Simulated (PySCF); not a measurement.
C₆H₁₅OP.
Structure used (PBE0-D3(BJ)/def2-SVP), in Å, numbered top down from 1:
```xyz
23
C6H15OP angstrom
C      2.5978    0.6052    0.4574
C      1.6627   -0.1193   -0.5014
P      0.0508   -0.4848    0.2769
O      0.1797   -1.2440    1.5663
C     -0.8934   -1.3881   -1.0002
C     -2.2977   -1.7384   -0.5270
C     -0.7942    1.1217    0.5022
C     -1.0011    1.9806   -0.7356
H      2.6331    0.0746    1.4204
H      2.2624    1.6356    0.6531
H      3.6193    0.6612    0.0536
H      1.5137    0.4363   -1.4418
H      2.0780   -1.1037   -0.7743
H     -0.8991   -0.8171   -1.9433
H     -0.3102   -2.3056   -1.1841
H     -2.9390   -0.8464   -0.4538
H     -2.7877   -2.4412   -1.2169
H     -2.2545   -2.2057    0.4681
H     -0.2058    1.6491    1.2709
H     -1.7511    0.8730    0.9899
H     -1.5166    2.9192   -0.4821
H     -0.0461    2.2533   -1.2106
H     -1.6139    1.4678   -1.4929
```

Method: PySCF 2.14.0, PBE0-D3(BJ)/def2-SVP geometry optimisation, gas phase.

Masses are those of the commonest isotopes; rigid-rotor values at the optimised geometry. The values belong to one conformer with, in the numbering `[CH3:1][CH2:2][P:3](=[O:4])([CH2:5][CH3:6])[CH2:7][CH3:8]`, C1–C2–P3–O4 -54°, C2–P3–C5–C6 -178°, C2–P3–C7–C8 57°.

(1) What are A, B and C (GHz)?

(2) What kind of rotor is it?

(3) Is it planar, by Δ = Ic − Ia − Ib?

(4) List the rotational levels J(Ka,Kc) to J = 2 (MHz).

(5) Which types of transition are allowed, and where do some lines up to J = 2 fall?

Answers

(1) Ia = 251.94, Ib = 377.45, Ic = 479.53 u·Å²; 505379 MHz·u·Å²/I gives 2006, 1339 and 1054 MHz, that is A = 2.0059, B = 1.3389, C = 1.0539 GHz.

(2) An asymmetric top: κ = (2 × 1339 − 2006 − 1054)/(2006 − 1054) = -0.40.

(3) Not planar: Δ = Ic − Ia − Ib = -149.87 u·Å². For a rigid frame Δ = −2 Σ m c², so Σ m c² = 74.93 u·Å² lies off the ab plane: 19.12 from hydrogen and 55.81 from heavier atoms. The atom farthest from that plane is 1.76 Å away.

(4) Above 0(0,0):
J = 1: 1(0,1) 2393, 1(1,1) 3060, 1(1,0) 3345
J = 2: 2(0,2) 7105, 2(1,2) 7561, 2(1,1) 8416, 2(2,1) 10417, 2(2,0) 10490
The levels of one J sum to (2J + 1)J(J + 1)(A + B + C)/3.

(5) The dipole components are |μa| = 0.14 D, |μb| = 2.95 D, |μc| = 2.73 D. The squared components, which scale the intensities, stand as 0.00 : 1.00 : 0.86 (a : b : c). Some lines, for components of 0.1 D or more:

```json
{"type": "c", "branch": "Q", "J(Ka,Kc)": "1(1,1) ← 1(0,1)", "MHz": "667", "lower level (cm⁻¹)": "0.080"}
{"type": "a", "branch": "Q", "J(Ka,Kc)": "2(1,1) ← 2(1,2)", "MHz": "855", "lower level (cm⁻¹)": "0.252"}
{"type": "b", "branch": "Q", "J(Ka,Kc)": "1(1,0) ← 1(0,1)", "MHz": "952", "lower level (cm⁻¹)": "0.080"}
{"type": "b", "branch": "Q", "J(Ka,Kc)": "2(1,1) ← 2(0,2)", "MHz": "1311", "lower level (cm⁻¹)": "0.237"}
{"type": "b", "branch": "Q", "J(Ka,Kc)": "2(2,0) ← 2(1,1)", "MHz": "2075", "lower level (cm⁻¹)": "0.281"}
{"type": "b", "branch": "R", "J(Ka,Kc)": "1(1,1) ← 0(0,0)", "MHz": "3060", "lower level (cm⁻¹)": "0.000"}
{"type": "c", "branch": "R", "J(Ka,Kc)": "1(1,0) ← 0(0,0)", "MHz": "3345", "lower level (cm⁻¹)": "0.000"}
{"type": "a", "branch": "R", "J(Ka,Kc)": "2(1,1) ← 1(1,0)", "MHz": "5071", "lower level (cm⁻¹)": "0.112"}
{"type": "b", "branch": "R", "J(Ka,Kc)": "2(2,1) ← 1(1,0)", "MHz": "7072", "lower level (cm⁻¹)": "0.112"}
{"type": "c", "branch": "R", "J(Ka,Kc)": "2(2,0) ← 1(1,0)", "MHz": "7145", "lower level (cm⁻¹)": "0.112"}
{"type": "c", "branch": "R", "J(Ka,Kc)": "2(2,1) ← 1(1,1)", "MHz": "7357", "lower level (cm⁻¹)": "0.102"}
{"type": "b", "branch": "R", "J(Ka,Kc)": "2(2,0) ← 1(1,1)", "MHz": "7430", "lower level (cm⁻¹)": "0.102"}
```

No PBE0-D3(BJ)/def2-SVP frequencies stand behind this structure, so it isn't proved a minimum. No vibrational averaging or centrifugal distortion is included, and the geometry carries the error of its method. A rigid rotor knows nothing of internal rotation, which can split or shift real lines.

On one thread of an Arm Neoverse V1, no GPU (shared host), this took 90 s wall and 0.86 GiB of memory at its peak. That covers the optimisation of the geometry.
